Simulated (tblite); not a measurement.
Compound: C14H10O2.
Numbering: `[CH3:1][O:2][c:3]1[cH:4][cH:5][cH:6][c:7]2[c:8]1[C:9](=[O:10])[c:11]1[cH:12][cH:13][cH:14][cH:15][c:16]1-2` (hydrogens: H17, H18, H19 on C1; H20 on C4; H21 on C5; H22 on C6; H23 on C12; H24 on C13; H25 on C14; H26 on C15)

Computed with GFN2-xTB (tblite), gas phase: L-BFGS steps from a force-field or distance-geometry start until the largest atomic force falls under 0.01 eV/Å.

Step 0: E = -1175.2764 eV
```
atom  x, y, z in Å  |  force x, y, z in eV/Å
C1     -3.0980   -2.8449   -0.9325   -0.245   0.158   0.109
O2     -1.8307   -2.3413   -0.5795   -0.005   0.241   0.068
C3     -1.6632   -0.9998   -0.4819   -0.670   0.135  -0.267
C4     -2.6695   -0.0359   -0.7327    0.369   0.554   0.267
C5     -2.4021    1.3346   -0.6005   -0.220  -0.538  -0.200
C6     -1.1366    1.7988   -0.2528    0.081   0.190   0.060
C7     -0.1383    0.8684   -0.0154   -0.886   0.085  -0.117
C8     -0.4160   -0.5061   -0.1277    0.734  -0.103   0.151
C9      0.8393   -1.2448    0.1855   -0.217  -0.569  -0.040
O10     1.0277   -2.4394    0.2040   -0.130  -0.168  -0.053
C11     1.8495   -0.2170    0.4905    0.085   0.082   0.084
C12     3.1739   -0.3901    0.8464    0.014   0.662   0.081
C13     3.9207    0.7670    1.0937   -0.316   0.411  -0.206
C14     3.3420    2.0388    0.9626   -0.229  -0.336   0.047
C15     1.9874    2.1943    0.6079    0.587  -0.503   0.184
C16     1.2432    1.0438    0.3805    0.792   0.559   0.048
H17    -3.3904   -2.5021   -1.9306   -0.077   0.042   0.049
H18    -3.8638   -2.5664   -0.1909    0.113   0.093  -0.180
H19    -3.0502   -3.9315   -0.9451    0.322  -0.016   0.024
H20    -3.6709   -0.3348   -0.9995    0.047  -0.035  -0.020
H21    -3.2019    2.0581   -0.7964    0.340  -0.406   0.098
H22    -0.9424    2.8671   -0.1635   -0.079  -0.326  -0.033
H23     3.6150   -1.3708    0.9424   -0.096   0.028  -0.049
H24     4.9671    0.6733    1.3633   -0.169   0.096  -0.007
H25     3.9428    2.9294    1.1600   -0.192  -0.358  -0.095
H26     1.5445    3.1739    0.5254    0.047   0.022  -0.003
```

**Question.** Estimate the geometry and energy of step 1. (The exact step hangs on the optimiser's Hessian estimate; all steps are aligned on step 0, rigid shifts and turns removed.)

**Answer.** E = -1175.3228 eV, largest force 0.544 eV/Å
```
atom  x, y, z in Å  |  force x, y, z in eV/Å
C1     -3.1015   -2.8426   -0.9310   -0.031   0.004  -0.001
O2     -1.8308   -2.3379   -0.5785   -0.182   0.241   0.016
C3     -1.6728   -0.9979   -0.4857    0.314   0.197   0.033
C4     -2.6643   -0.0280   -0.7289   -0.211  -0.079   0.049
C5     -2.4053    1.3269   -0.6033    0.218   0.172  -0.021
C6     -1.1355    1.8015   -0.2519   -0.386  -0.032  -0.078
C7     -0.1510    0.8696   -0.0171    0.216   0.004   0.145
C8     -0.4055   -0.5076   -0.1255   -0.231  -0.219  -0.105
C9      0.8362   -1.2530    0.1849    0.000   0.052   0.029
O10     1.0259   -2.4418    0.2033   -0.077  -0.536  -0.047
C11     1.8508   -0.2158    0.4917   -0.071   0.080   0.030
C12     3.1740   -0.3806    0.8476   -0.011   0.118   0.042
C13     3.9162    0.7729    1.0908    0.102   0.186  -0.064
C14     3.3387    2.0340    0.9633    0.147   0.020   0.126
C15     1.9958    2.1871    0.6106    0.161   0.287   0.082
C16     1.2545    1.0518    0.3812   -0.142  -0.169  -0.180
H17    -3.3915   -2.5015   -1.9299   -0.079   0.043   0.043
H18    -3.8621   -2.5651   -0.1935   -0.002   0.121  -0.061
H19    -3.0456   -3.9317   -0.9448    0.282   0.071   0.030
H20    -3.6702   -0.3353   -0.9998    0.214   0.048   0.032
H21    -3.1971    2.0523   -0.7950    0.191  -0.317   0.053
H22    -0.9436    2.8624   -0.1639   -0.046  -0.110  -0.016
H23     3.6136   -1.3704    0.9417   -0.149   0.244  -0.053
H24     4.9647    0.6746    1.3632   -0.241   0.125  -0.033
H25     3.9401    2.9243    1.1586   -0.176  -0.323  -0.081
H26     1.5451    3.1742    0.5253    0.190  -0.224   0.029
```

The energy changes by -0.0465 eV. The first-order estimate −F·Δx gives -0.0966 eV and the mean of the old and new forces, exact on a quadratic surface, -0.0465 eV. The step makes an angle of 1° with the force vector and moves no atom by more than 0.014 Å.

What follows is the cost of the whole relaxation. Hardware: one thread, Arm Neoverse V1 (aarch64), no GPU, shared host. Cost: 0.27 s.
